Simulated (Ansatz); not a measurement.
Ansatz (a program for electronic structure) input file for dimethoxyethane (C₄H₁₀O₂), SMILES O(C)CCOC, PBE0/def2-SVPD. Coordinates come from a PBE-D3(BJ)/def2-SVP optimisation. Other conformers were not sampled.

Ansatz 0.2 input:
```yaml
crystal:
  periodic: [false, false, false]
  atoms:
    - {symbol: C, position_ang: [2.74067419, 0.06343096, 0.44220675]}
    - {symbol: O, position_ang: [1.41136466, -0.37513972, 0.33493959]}
    - {symbol: C, position_ang: [0.72195574, 0.22817715, -0.73451792]}
    - {symbol: C, position_ang: [-0.72195574, -0.22817715, -0.73451792]}
    - {symbol: O, position_ang: [-1.41136466, 0.37513972, 0.33493958]}
    - {symbol: C, position_ang: [-2.74067419, -0.06343095, 0.44220676]}
    - {symbol: H, position_ang: [3.33926458, -0.16391458, -0.47598210]}
    - {symbol: H, position_ang: [3.20327533, -0.46205805, 1.30046364]}
    - {symbol: H, position_ang: [2.81009619, 1.16514875, 0.62226828]}
    - {symbol: H, position_ang: [1.18764398, -0.04096816, -1.71812108]}
    - {symbol: H, position_ang: [0.74831893, 1.34452836, -0.65427842]}
    - {symbol: H, position_ang: [-1.18764399, 0.04096817, -1.71812108]}
    - {symbol: H, position_ang: [-0.74831893, -1.34452836, -0.65427844]}
    - {symbol: H, position_ang: [-3.33926460, 0.16391458, -0.47598210]}
    - {symbol: H, position_ang: [-2.81009619, -1.16514874, 0.62226828]}
    - {symbol: H, position_ang: [-3.20327533, 0.46205803, 1.30046364]}
basis:
  gaussian:
    orbitals: def2-SVPD
hamiltonian:
  xc: {name: PBE0}
```

Output:

```
WARN ansatz: RAYON_NUM_THREADS=2 ignored (pool sized by the plan → 2); use --threads N
Functional definition: PBE0
integrals: 0.14 GiB planned
1686 factors; their error is unknown
mean field: 1.35 GiB planned
mean field evaluation 1: about -8382.3324 eV, gradient 5.5e1 eV
mean field evaluation 2: about -8377.5524 eV, gradient 7.4e1 eV
mean field evaluation 4: about -8389.1212 eV, gradient 2.7e0 eV
mean field evaluation 8: about -8389.0986 eV, gradient 5.0e-2 eV
mean field -8389.09860341 eV, -308.2936873401 hartree, gradient 5.2e-5 eV, S^2 0.000000; 0 other end points of the search recorded, 0 dependent functions left out
reference -8389.09864192 eV, -308.2936887552 hartree; 25, 25 occupied and 181, 181 virtual orbitals, 1686 factors
Total energy: -8389.09864192 eV, -308.2936887552 hartree
```

The calculation finished and met its thresholds.
